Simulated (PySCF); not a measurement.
## Computed vibrations of Y2S3

Y2S3 (singlet). PySCF 2.14.0, RKS PBE0, Y def2-SVP with ECP28, S def2-SVP; non-relativistic Hamiltonian with scalar-relativistic core potentials where named; density fitting; no spin-orbit coupling. Central differences of gradients.

```xyz
5

Y    -0.4053   -0.0371    2.3087
Y    -0.4053   -0.0371   -2.3087
S    -1.4512   -0.1327    0.0000
S     1.8525    0.1695    2.6678
S     1.8525    0.1695   -2.6678
```

Run from Python with OMP_NUM_THREADS=2. Where DIIS fails, smearing, a level shift and second-order steps follow.
It took 39 s on 2 threads of AMD EPYC 9R45 96-Core Processor (Zen 5), with other jobs on the host.

Q: What are the harmonic wavenumbers and infrared intensities?

A: Modes are labelled in C2v; negative numbers are unstable modes, those under 60 cm⁻¹ near the noise; a finer grid moves soft modes by up to 10 cm⁻¹.
```
cm⁻¹  km/mol  symmetry
 -30       –        a2
  24     2.1        a1
  53    64.2        b1
  59    25.2        b2
 113     1.7        a1
 243    17.9        a1
 396   277.0        b2
 490    46.0        b2
 502   108.6        a1
```

Q: Is this a minimum?

A: Probably not: 1 unstable, though so soft as to be near the noise; the lowest moves the atoms so:
```
Y   -0.03  0.27  0.00
Y    0.03 -0.27  0.00
S    0.00  0.00  0.00
S    0.06 -0.65  0.00
S   -0.06  0.65  0.00
```
